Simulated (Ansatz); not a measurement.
A set of 12 reactions (ligand exchange), with CCSD(T)/CBS values in kJ/mol:

| reaction | ΔE |
| --- | --- |
| `C=CSC[SiH3]` + `CS[SiH2]O` → `CS[SiH2]O[SiH3]` + `C=CSC` | -109.8 |
| `[SiH3][Se]BCl` + `[OH][InH2]` → `[SiH3][O][InH2]` + `ClB[SeH]` | -48.6 |
| `[F][Ga]([F])[O][SiH3]` + H–F → `[F][Ga]([F])[F]` + `O[SiH3]` | 3.0 |
| `[SH][Mg][Cl]` + CH₃SH → `C[S][Mg][SH]` + HCl | 84.3 |
| `[F][GeH2][O][SiH3]` + `S[SiH2]Cl` → `[SiH3]S[SiH2]Cl` + `[OH][GeH2][F]` | 35.6 |
| `[CH3][AlH][O][SiH2][SiH3]` + `C[NH][AlH][F]` → `C[N]([SiH3])[AlH][F]` + `[CH3][AlH][O][SiH3]` | -54.1 |
| `[SiH3][O][Al]([SH])[SH]` + `COB(O)O` → `COB(O)O[SiH3]` + `[OH][Al]([SH])[SH]` | 33.6 |
| `[SiH3]CC=[Se]` + `OC(O)[SiH3]` → `OC([SiH3])O[SiH3]` + `CC=[Se]` | -81.2 |
| `C[NH][SnH2][OH]` + H₂S → `[OH][SnH2][SH]` + CH₃NH₂ | -65.2 |
| `CO[SiH2][AlH][CH3]` + `N=C=O` → `[CH3][AlH][N]=C=O` + `CO[SiH3]` | -164.5 |
| `C[SiH2]N[SiH2]O` + `[SH][GeH3]` → `O[SiH2][S][GeH3]` + `C[SiH2]N` | 5.2 |
| `F[SiH2]N[SiH3]` + `OC([SiH3])S` → `[SiH3]OC([SiH3])S` + `N[SiH2]F` | -48.6 |

Isolated molecules relaxed with PBE0-D4/def2-TZVP in Ansatz; ΔE leaves out vibrations. CBS: MP2 limit from def2 TZ/QZ plus the TZ coupled-cluster correction, frozen cores. This one scheme is used for every species. DFT in def2-TZVPP. B3LYP here is the variant with VWN-RPA as its local correlation; programs differ in this. Elements past krypton have def2 core potentials. For Ga, Ge, In, Mg, Se, Sn outer-core shells are correlated without core-valence functions, which leaves a few kJ/mol of doubt a bond. Scalar relativity is left out up to krypton. Each species was taken in one conformer, which may not be the lowest.

(1) Give the mean, mean absolute and largest difference (level minus CCSD(T)/CBS, kJ/mol) for: PBE-D4, r2SCAN-D4, PBE0-D4, B3LYP-D4, ωB97X-V, ωB97M-V, PBE, r2SCAN, B3LYP, HF/def2-TZVPP, MP2/def2-TZVPP, SCS-MP2/def2-TZVPP, CCSD(T)/def2-TZVPP, CCSD/CBS(def2). (An estimate is asked.)

The largest T1 diagnostic in the set is 0.018, for `N=C=O` (customary mark 0.02).

CCSD(T)/CBS is a level of theory with its own doubt, and the functionals carry their triple-zeta basis error, so these figures describe this set and don't rank the functionals.

Answers

(1) Ansatz gave: 
| level | mean | mean absolute | largest |
| --- | --- | --- | --- |
| PBE-D4 | 3.7 | 12.0 | 27.0 |
| r2SCAN-D4 | -0.5 | 4.2 | -12.2 |
| PBE0-D4 | 2.3 | 8.0 | 16.4 |
| B3LYP-D4 | -0.8 | 3.1 | -7.8 |
| ωB97X-V | -0.2 | 2.5 | -11.1 |
| ωB97M-V | -1.3 | 2.4 | -10.4 |
| PBE | 3.5 | 11.7 | 24.0 |
| r2SCAN | -0.6 | 4.2 | -13.4 |
| B3LYP | -1.1 | 5.2 | -15.1 |
| HF/def2-TZVPP | -5.7 | 16.1 | -30.6 |
| MP2/def2-TZVPP | -2.2 | 2.8 | -12.1 |
| SCS-MP2/def2-TZVPP | -2.6 | 5.8 | -13.9 |
| CCSD(T)/def2-TZVPP | 0.1 | 2.0 | -4.3 |
| CCSD/CBS(def2) | -0.4 | 2.3 | -4.4 |
